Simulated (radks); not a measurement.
The numbers below are computed, except where a source is named.
Species: Tl+. Configuration: [Xe] 4f13.5 5d10 6s2 6p0.5 (fractional occupations, a model configuration). Code: a radial shooting solver on a logarithmic mesh with Libxc functionals. Model: Dirac Kohn-Sham, LDA (Slater exchange, Perdew-Wang correlation), spin-unpolarised, spherical densities, finite nucleus; open shells fill j = l - 1/2 first; Fermi nuclear charge, rms radius 5.4759 fm. Some entries of the table are withheld. Estimate them.

| orbital | occ. | eigenvalue (hartree) | <1/r> (bohr^-1) | <r^2> (bohr^2) |
|---|---|---|---|---|
| 1s1/2 | 2 | -3137.734 | 99.28 | 0.0003695 |
| 2s1/2 | 2 | -558.8319 | 24.50 | 0.005557 |
| 2p1/2 | 2 | -536.8269 | 24.48 | 0.003914 |
| 2p3/2 | 4 | -461.0096 | 19.68 | 0.005098 |
| 3s1/2 | 2 | -133.8889 | (1) | 0.03604 |
| 3p1/2 | 2 | -123.8911 | (2) | 0.03276 |
| 3p3/2 | 4 | -107.0405 | (3) | 0.03913 |
| 3d3/2 | 4 | -90.39734 | 7.556 | 0.02989 |
| 3d5/2 | 6 | -86.79591 | 7.274 | 0.03161 |
| 4s1/2 | 2 | -30.33001 | 3.822 | 0.1731 |
| 4p1/2 | 2 | -26.01379 | 3.715 | 0.1757 |
| 4p3/2 | 4 | -21.89257 | 3.279 | 0.2074 |
| 4d3/2 | 4 | -14.81164 | 3.083 | 0.2161 |
| 4d5/2 | 6 | -14.04061 | 2.984 | 0.2271 |
| 5s1/2 | 2 | -5.25596 | (4) | 0.8515 |
| 4f5/2 | 6 | -4.88985 | 2.641 | 0.2545 |
| 4f7/2 | 7.5 | -4.71817 | 2.603 | 0.2615 |
| 5p1/2 | 2 | (5) | 1.466 | (6) |
| 5p3/2 | 4 | (7) | 1.303 | (8) |
| 5d3/2 | 4 | -0.99921 | 1.002 | 2.026 |
| 5d5/2 | 6 | -0.91207 | 0.9622 | 2.190 |
| 6s1/2 | 2 | -0.65465 | 0.5502 | 6.112 |
| 6p1/2 | 0.5 | -0.38189 | (9) | 9.391 |
| 6p3/2 | 0 | -0.32111 | (10) | 11.72 |

Answer. 
(1) 3s1/2 <1/r> (bohr^-1): 8.989
(2) 3p1/2 <1/r> (bohr^-1): 8.908
(3) 3p3/2 <1/r> (bohr^-1): 7.654
(4) 5s1/2 <1/r> (bohr^-1): 1.588
(5) 5p1/2 eigenvalue (hartree): -3.78653
(6) 5p1/2 <r^2> (bohr^2): 0.9811
(7) 5p3/2 eigenvalue (hartree): -3.01682
(8) 5p3/2 <r^2> (bohr^2): 1.188
(9) 6p1/2 <1/r> (bohr^-1): 0.4406
(10) 6p3/2 <1/r> (bohr^-1): 0.3900
